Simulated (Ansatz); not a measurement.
## Cost against result

Saddle point of SiH6OF2, closed shell (SiH₄O ([OH][SiH3]) + HF + HF → SiH₃OF ([OH][SiH2][F]) + HF + H₂; bonds formed: Si1–F7, H2–H8, H6–F9; bonds broken: Si1–H2, H6–F7, H8–F9), PBE0-D4/def2-TZVP structure:

Si1  (0.703, 0.396, -0.031)
H2  (-0.971, 0.345, -0.164)
H3  (1.335, -0.592, -0.927)
H4  (1.265, 1.019, 1.174)
O5  (0.605, 1.772, -0.961)
H6  (-0.668, -1.518, 0.975)
F7  (0.405, -1.105, 1.140)
H8  (-1.367, -0.446, 0.097)
F9  (-1.711, -1.540, 0.589)
H10  (0.402, 1.670, -1.892)
(Å)

Barriers are electronic and count from the start structure reached by relaxing down the imaginary mode.

Program: Ansatz 0.2.0. Basis: as named in each row. Cores are frozen in the correlated methods. B3LYP uses VWN-RPA correlation. Extrapolation: Hartree–Fock as exp(−7.88 √X), correlation as X^−2.97.

Times are rough, for one single point on 4 threads of a shared host (Arm Neoverse V1).

The estimate by CCSD(T) at an estimated basis limit (MP2 extrapolated from triple and quadruple zeta, plus CCSD(T) − MP2 in triple zeta) is 29.44 kcal/mol.

| method | basis | time (s) | barrier (kcal/mol) | method less estimate |
| --- | --- | --- | --- | --- |
| HF | STO-3G | under 1 | 55.91 | 26.48 |
| PBE-D4 | STO-3G | under 1 | -21.75 | -51.19 |
| SPW92 | def2-SVP | under 1 | 2.27 | -27.17 |
| B3LYP-D4 | 6-31G | under 1 | 21.46 | -7.97 |
| PBE-D4 | def2-SVP | under 1 | 13.69 | -15.75 |
| PBE0-D4 | def2-SVP | under 1 | 20.41 | -9.03 |
| SPW92 | def2-TZVPP | under 1 | 6.79 | -22.64 |
| PBE-D4 | def2-TZVPP | 1 | 17.99 | -11.45 |
| BLYP-D4 | def2-TZVPP | 1 | 21.69 | -7.75 |
| B3LYP-D4 | def2-TZVPP | 2 | 25.49 | -3.95 |
| BHLYP-D4 | def2-TZVPP | 2 | 31.48 | 2.04 |
| PBE0-D4 | def2-TZVPP | 2 | 23.63 | -5.80 |
| CAM-B3LYP-D4 | def2-TZVPP | 2 | 24.93 | -4.50 |
| CCSD(T) | def2-SVP | 3 | 31.31 | 1.88 |
| r2SCAN-D4 | def2-TZVPP | 3 | 20.07 | -9.37 |
| wB97M-V | def2-SVP | 3 | 21.71 | -7.73 |
| r2SCAN0-D4 | def2-TZVPP | 3 | 24.56 | -4.88 |
| PBE-QIDH | def2-TZVPP | 4 | 27.27 | -2.17 |
| B2PLYP | def2-TZVPP | 4 | 27.22 | -2.22 |
| RPA on PBE | def2-TZVPP | 4 | 28.71 | -0.73 |
| wB97X-V | def2-TZVPP | 6 | 26.39 | -3.05 |
| B97M-V | def2-TZVPP | 6 | 26.50 | -2.94 |
| wB97M-V | def2-TZVPP | 6 | 25.65 | -3.79 |
| MP2 | def2-QZVPP | 15 | 27.68 | -1.75 |
| CCSD(T) | def2-TZVPP | 89 | 29.60 | 0.17 |

All methods are single points on the PBE0-D4 structures; a negative value means that the method puts the saddle structure below the start.

The T1 diagnostic stays at or below 0.013.

Labels in which every atom is bracketed show which atoms are joined, not bond orders.
